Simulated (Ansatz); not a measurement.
H5NSi2Zn (`[ZnH][SiH]1N[SiH2]1`), relaxed with RKS PBE0-D4/def2-TZVP in Ansatz from a GFN2-xTB geometry. The force threshold is 0.005 eV/Å; the program also tests the step.

The species carries charge 0 and has multiplicity 1.

Start:

```xyz
9

Zn    1.632   -1.144   -1.081
Si   -0.448   -0.152   -1.275
N     0.360    0.412    0.310
Si   -1.220   -0.058    0.881
H     3.028   -1.423   -0.512
H    -0.890    1.060   -2.005
H     0.692    1.351    0.487
H    -1.100   -1.105    1.890
H    -2.056    1.058    1.305
```

```json
{"step": "1", "energy (eV)": "-65731.7469", "largest force (eV/Å)": "0.903", "largest move (Å)": "0.000"}
{"step": "2", "energy (eV)": "-65731.8722", "largest force (eV/Å)": "0.382", "largest move (Å)": "0.146"}
{"step": "3", "energy (eV)": "-65731.9005", "largest force (eV/Å)": "0.228", "largest move (Å)": "0.118"}
{"step": "4", "energy (eV)": "-65731.9116", "largest force (eV/Å)": "0.819", "largest move (Å)": "0.122"}
{"step": "5", "energy (eV)": "-65732.0073", "largest force (eV/Å)": "1.141", "largest move (Å)": "0.184"}
{"step": "6", "energy (eV)": "-65732.1128", "largest force (eV/Å)": "1.077", "largest move (Å)": "0.200"}
{"step": "7", "energy (eV)": "-65732.1798", "largest force (eV/Å)": "0.704", "largest move (Å)": "0.198"}
{"step": "8", "energy (eV)": "-65732.2389", "largest force (eV/Å)": "0.164", "largest move (Å)": "0.199"}
{"step": "9", "energy (eV)": "-65732.2485", "largest force (eV/Å)": "0.136", "largest move (Å)": "0.114"}
{"step": "10", "energy (eV)": "-65732.2495", "largest force (eV/Å)": "0.108", "largest move (Å)": "0.038"}
{"step": "11", "energy (eV)": "-65732.2526", "largest force (eV/Å)": "0.036", "largest move (Å)": "0.044"}
{"step": "12 (rejected)", "energy (eV)": "-65732.2521", "largest force (eV/Å)": "0.045", "largest move (Å)": "0.024"}
{"step": "13", "energy (eV)": "-65732.2528", "largest force (eV/Å)": "0.003", "largest move (Å)": "0.011"}
```

End:

```xyz
9

Zn    1.895   -1.321   -1.224
Si    0.015    0.083   -0.880
N     0.012    1.102    0.546
Si   -1.262    0.029    0.971
H     3.118   -2.272   -1.384
H    -0.581    0.727   -2.094
H     0.475    1.927    0.882
H    -1.035   -0.868    2.136
H    -2.637    0.593    1.046
```

Run time 32 s (4 threads of a server CPU on a shared host); peak host memory 0.59 GiB.
